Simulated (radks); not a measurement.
Values are calculated unless marked as measured or tabulated.
Task: These are the eigenvalues of the occupied orbitals of an atom or ion with whole-number occupations (hartree). Level of theory: scalar-relativistic Kohn-Sham, r2SCAN, spin-polarised, spherical densities, finite nucleus; meta-GGA in the generalised Kohn-Sham scheme; Fermi nuclear charge, rms radius of each element as measured or else 0.836 A^(1/3) + 0.57 fm (a radial shooting solver on a logarithmic mesh with Libxc functionals).

orbital  eigenvalue
1s down   -2478.537
1s up     -2478.536
2s up     -426.9915
2s down   -426.9850
2p up     -374.1447
2p down   -374.1398
3s down   -98.36754
3s up     -98.36729
3p up     -82.57341
3p down   -82.57317
3d up     -64.11001
3d down   -64.10702
4s up     -20.46162
4s down   -20.45750
4p up     -15.25764
4p down   -15.25409
4d up      -8.56154
4d down    -8.55694
5s up      -3.02540
5s down    -2.97820
5p up      -1.78039
5p down    -1.70885
4f up      -1.17793
4f down    -1.16517
6s up      -0.46618
5d up      -0.42298

Which element is it, and in what charge state? The configuration may be excited. Open shells, if any, are filled with parallel spins first.

Result: Z = 73, tantalum, charge +1: Ta+ in [Xe] 4f14 5d3 6s1. The list shows which subshells hold electrons but not how many an open one holds; the 1s level, -2478.5 hartree, gives Z - s = 70.4 by -(Z - s)^2/2, which with screening and relativity narrows Z to a few neighbours, and the depths of the outer levels then fix element, charge and occupations together.
